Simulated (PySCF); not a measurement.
## PBE0 beside CCSD(T) along the third period: bonds to Te

PBE0 and CCSD(T) in PySCF with x2c-SVPall on every atom, spin-free X2C, for the lowest determinant that a PBE0 search found; no spin–orbit coupling.

| molecule | state (unpaired electrons) | PBE0 Re (Å) | PBE0 ωe (cm⁻¹) | PBE0 De (eV) | CCSD(T) Re (Å) | CCSD(T) ωe (cm⁻¹) | CCSD(T) De (eV) |
| --- | --- | --- | --- | --- | --- | --- | --- |
| AlTe | doublet (σ ↑) | 2.362 | 410 | 3.21 | 2.380 | 407 | 2.81 |
| SiTe | singlet (closed shell) | 2.271 | 504 | 4.65 | ? | ? | ? |
| TeP | doublet (π ↑) | 2.242 | 489 | 3.03 | 2.286 | 446 | 2.35 |
| TeS | triplet (π ↑↑) | 2.243 | 485 | 3.52 | 2.275 | 450 | 2.80 |
| TeCl | doublet (π ↑) | 2.350 | 384 | 2.64 | 2.382 | 364 | 2.07 |

Estimate the CCSD(T) values of SiTe by adding the mean shift from PBE0 to CCSD(T) of the other rows, and compare with the calculation.

The mean shifts are +3.1 pm, -25 cm⁻¹ and -0.59 eV, which give 2.302 Å, 479 cm⁻¹ and 4.06 eV. CCSD(T)/x2c-SVPall gives Re = 2.298 Å, ωe = 479 cm⁻¹, De = 4.28 eV.

What are the mean differences of PBE0 from CCSD(T) over the whole series?

Re -3.1 pm, ωe +25 cm⁻¹, De +0.55 eV.

In a basis of this size CCSD(T) is itself not converged; it tends to give bonds that are too long and too weak.

Correlated steps freeze 23 core orbitals. Correlated levels converge slowly with the basis: in double zeta they bind strong bonds too weakly, by up to about 1 eV, and carry superposition errors of some tenths. Spin–orbit coupling is left out, which matters for elements this heavy, above all for dissociation energies. Where the molecule has an RHF reference, its open-shell atoms are computed with UHF. The CCSD T1 diagnostic is raised in SiTe, a sign that a single reference may not be enough there. States were picked by a PBE0 search and need not be the measured ground states.
